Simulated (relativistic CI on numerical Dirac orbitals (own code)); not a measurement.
# Sc³⁺ in a cubic cluster: 2p photoemission with charge transfer

Computed with a charge-transfer multiplet model of a cubic metal-ligand cluster with up to 2 ligand holes, Slater and spin-orbit integrals from Dirac-Coulomb-Breit ions, Slater integrals scaled by 0.7. The ground state mixes d0 with configurations of k ligand holes L, whose averages lie at kΔ + k(k − 1)U_dd/2; a core hole lowers each added d electron by U_cd. 300 K, Lorentzian 0.6 eV and Gaussian 0.8 eV FWHM.

Atomic integrals in eV (Slater integrals scaled, ζ unscaled), ground: F2dd 4.121, F4dd 2.525, zeta_d 0.005; with the core hole: F2dd 4.121, F4dd 2.525, zeta_d 0.020, zeta_core 3.003, F2cd 3.598, G1cd 2.586, G3cd 1.465. Where a configuration has fewer than two d electrons, the dd integrals are those of d2.

Cluster parameters (eV): Δ = 6.6, U_dd = 4.7, U_cd = 5.9, 10Dq = 1.05, 10Dq(ligand) = 0.6, final-state hopping factor = 1.

```csv
Case,n_d,d0,d1L,d2L2,S
"V(eg) = 2.2 eV, V(t2g) = -0.92 eV",0.32,0.70,0.27,0.02,0.00
"V(eg) = 2.5 eV, V(t2g) = -1.05 eV",0.38,0.66,0.31,0.03,0.00
"V(eg) = 3.1 eV, V(t2g) = -1.3 eV",0.47,0.58,0.36,0.05,0.00
```

Weights, n_d and S are thermal averages at 300 K. Binding energies count from the first peak over 30 % of the highest in each spectrum, which can be another peak from case to case. The parameters are a model scan and need not match a compound or its usual spin state. Peaks in eV (height, largest 100):
- V(eg) = 2.2 eV, V(t2g) = -0.92 eV: 0.0 (100), 4.5 (40), 8.6 (17), 13.1 (8)
- V(eg) = 2.5 eV, V(t2g) = -1.05 eV: 0.0 (100), 4.5 (40), 9.6 (14), 14.2 (7)
- V(eg) = 3.1 eV, V(t2g) = -1.3 eV: 0.0 (100), 4.4 (44), 11.8 (10), 16.3 (5)

A d0 ion has no d-d gap: its lowest excitations are ligand-to-metal charge transfer. With the core hole the average of the configuration with one ligand hole lies at Δ − U_cd = 0.7 eV before mixing: the effective hopping of about 6.7 eV (from the holes of the mixed ground state) is comparable with this gap or larger, so the configurations mix strongly.
